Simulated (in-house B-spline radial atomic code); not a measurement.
Results of a calculation; reference values are marked as such.
Making a Troullier-Martins p channel for Ga, r_c = 2.86 bohr

Ga, [Ar] 3d10 4s2 4p1, non-relativistic LDA (VWN5), spherical and spin-unpolarised, from an all-electron radial atomic-structure program (B-spline basis) (atomic units). The all-electron 4p level is ε = -0.101634 hartree, its outermost node lies just inside 0.89 bohr and its outer maximum at 2.53 bohr.

Inside r_c the pseudo-orbital is u(r) = r^2 exp(p(r)), with p = c0 + c2 r² + c4 r⁴ + … + c12 r¹². The seven coefficients follow from p and its first four derivatives at r_c, from zero curvature of the screened potential at the origin, c4 = −c2²/(2l + 5), and from the norm inside r_c. At r_c the all-electron orbital has P = 0.5542485, P' = -0.05640828, the screened potential V = -0.3440789, V' = 0.2499681, V'' = -0.274099, and the norm inside is Q = 0.4291339.

**Question.** What are p, p' and p'' at r_c?

**Answer.** p = ln(P/r_c^2) = ln(0.5542485/8.1796) = -2.69179. p' = P'/P − 2/r_c = -0.10177 − 0.69930 = -0.80108. The radial equation gives p'' = 2(V − ε) − 2(2) p'/r_c − p'² = -0.48489 − (-1.12038) − 0.64172 = -0.00623. Differentiating, p''' = 2V' + 2(2)p'/r_c² − 2(2)p''/r_c − 2p'p'' = 0.10693, and p'''' = 2V'' − 4(2)p'/r_c³ + 4(2)p''/r_c² − 2(2)p'''/r_c − 2p''² − 2p'p''' = -0.25865.

For a trial c2 the five matching conditions are linear in c0, c6, c8, c10 and c12, and c2 is varied until the norm inside r_c equals Q. The root nearest zero gives:

```json
{"n": "0", "c_n": "-1.426301"}
{"n": "2", "c_n": "-0.1323378"}
{"n": "4", "c_n": "-0.0025019"}
{"n": "6", "c_n": "-0.002105165"}
{"n": "8", "c_n": "0.0005162031"}
{"n": "10", "c_n": "-4.180433e-05"}
{"n": "12", "c_n": "1.18999e-06"}
```

**Question.** Check c4 and p(r_c), and find the screened pseudopotential at the origin.

**Answer.** −c2²/7 = -0.0025019, as listed. The terms c_n r_c^n are -1.42630, -1.08247, -0.16739, -1.15208, 2.31073, -1.53067, 0.35640, which sum to -2.69179. Inverting the radial equation, V_l(r) = ε + 2 p'/r + (p'' + p'²)/2, so V_l(0) = ε + (2l + 3) c2 = -0.101634 + 5 × (-0.132338) = -0.7633 hartree, finite where the all-electron potential diverges.

Orbitals and screened potentials:

| r (bohr) | P | u | V all-electron | V pseudo |
| --- | --- | --- | --- | --- |
| 0.286 | -0.07213 | 0.01944 | -46.23 | -0.7637 |
| 0.715 | -0.1199 | 0.1147 | -7.495 | -0.7742 |
| 1.144 | 0.1969 | 0.2623 | -2.543 | -0.8076 |
| 1.573 | 0.4174 | 0.4151 | -1.235 | -0.8203 |
| 2.002 | 0.5275 | 0.5224 | -0.7294 | -0.7201 |
| 2.431 | 0.5633 | 0.5629 | -0.4832 | -0.5081 |
| 2.86 | 0.5542 | 0.5542 | -0.3441 | -0.3441 |

Logarithmic derivatives P'/P at R = 3.16 bohr, for energies E around ε:

```
E − ε (hartree)  all-electron     pseudo
           -0.5      0.830556     0.8284
          -0.25      0.464261   0.462924
           -0.1       0.14122   0.140795
              0       -0.1662    -0.1662
            0.1      -0.62672  -0.628183
           0.25      -2.20485   -2.24632
            0.5       6.54301    5.77668
```

**Question.** With P(R) = 0.5321452 and a norm of 0.5179256 inside R, what slope in energy does norm conservation fix?

**Answer.** d(P'/P)/dE = −2 × (norm inside R)/P(R)² = -3.6579 per hartree·bohr at E = ε, for both atoms, since orbital and norm agree at R. Differences over ±0.1 hartree give -3.8397 (all-electron) and -3.8449 (pseudo), which also hold third-order terms. Half a hartree below ε the two curves differ by -0.0022.
